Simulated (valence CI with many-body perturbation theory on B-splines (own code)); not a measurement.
## Ladder of approximations for Pm⁵⁴⁺

Computed by valence CI with perturbative core correlation (CI+MBPT): five valence electrons over a frozen Dirac-Fock core [He], a basis of 9 s, 9 p, 8 d, 6 f, 3 g, 1 h functions for each j, with the one-electron correlation potential Σ1, the two-electron term Σ2, the three-electron term Σ3, Breit, model QED; selected CI, second order for the rest (own B-spline code, finite nucleus).

No measured spectrum was set against this ion. As an estimate, large intervals hold to a few tenths of a per cent, small ones and those within an open d or f shell to about a per cent. Among the levels kept, up to 1200 cm⁻¹ of a level comes from second order outside the variational space, and about a tenth of that is noise between levels of different J, which matters for small intervals.

Each rung adds one term. CI alone is the Dirac-Coulomb CI over the frozen core; QED comes last and gives the full result, which names the levels. Energies are above (2s^2 2p1/2^2 2p3/2) J=3/2 on the same rung, in eV.

Levels are named by their leading jj configuration (3d3/2^4 stands for four electrons in 3d with j = 3/2), which in mixed levels can hold well under half, so a name can repeat and another be missing. Letters in brackets count levels of one name in rising energy.

```
                       Level  CI alone
  (2s^2 2p1/2 2p3/2^2) J=3/2     573.7
  (2s^2 2p1/2 2p3/2^2) J=5/2     600.8
  (2s^2 2p1/2 2p3/2^2) J=1/2     632.1
  (2s 2p1/2^2 2p3/2^2) J=5/2     837.2
  (2s 2p1/2^2 2p3/2^2) J=1/2     913.1
  (2s 2p1/2^2 2p3/2^2) J=3/2     918.5
        (2s^2 2p3/2^3) J=3/2    1209.3
(2s 2p1/2 2p3/2^3) J=3/2 [a]    1430.1
    (2s 2p1/2 2p3/2^3) J=5/2    1471.8
    (2s 2p1/2 2p3/2^3) J=1/2    1512.3
(2s 2p1/2 2p3/2^3) J=3/2 [b]    1525.7
     (2p1/2^2 2p3/2^3) J=3/2    1810.9
          (2s 2p3/2^4) J=1/2    2102.6
       (2p1/2 2p3/2^4) J=1/2    2409.1
     (2s^2 2p1/2^2 3s) J=1/2    5920.7
  (2s^2 2p1/2^2 3p1/2) J=1/2    5999.1
```

Problem. What do these energies become with core correlation, Breit and QED?

Solution. (2s^2 2p1/2 2p3/2^2) J=3/2 566.5 (-7.23); (2s^2 2p1/2 2p3/2^2) J=5/2 588.1 (-12.70); (2s^2 2p1/2 2p3/2^2) J=1/2 626.2 (-5.84); (2s 2p1/2^2 2p3/2^2) J=5/2 825.4 (-11.71); (2s 2p1/2^2 2p3/2^2) J=1/2 906.8 (-6.37); (2s 2p1/2^2 2p3/2^2) J=3/2 908.3 (-10.25); (2s^2 2p3/2^3) J=3/2 1194.1 (-15.14); (2s 2p1/2 2p3/2^3) J=3/2 [a] 1414.1 (-15.97); (2s 2p1/2 2p3/2^3) J=5/2 1450.3 (-21.46); (2s 2p1/2 2p3/2^3) J=1/2 1496.1 (-16.15); (2s 2p1/2 2p3/2^3) J=3/2 [b] 1506.4 (-19.32); (2p1/2^2 2p3/2^3) J=3/2 1792.4 (-18.58); (2s 2p3/2^4) J=1/2 2079.6 (-22.96); (2p1/2 2p3/2^4) J=1/2 2382.9 (-26.15); (2s^2 2p1/2^2 3s) J=1/2 5917.4 (-3.32); (2s^2 2p1/2^2 3p1/2) J=1/2 5995.8 (-3.30).

Problem. How does the ionisation energy move along the ladder, and which term matters most?

Solution. CI alone 10951, + Σ1 10952, + Σ2 10952, + Σ3 10952, + Breit 10944, + QED 10943 eV. The largest step is Breit, -8 eV. NIST lists 10942 ± 5 eV (theoretical).
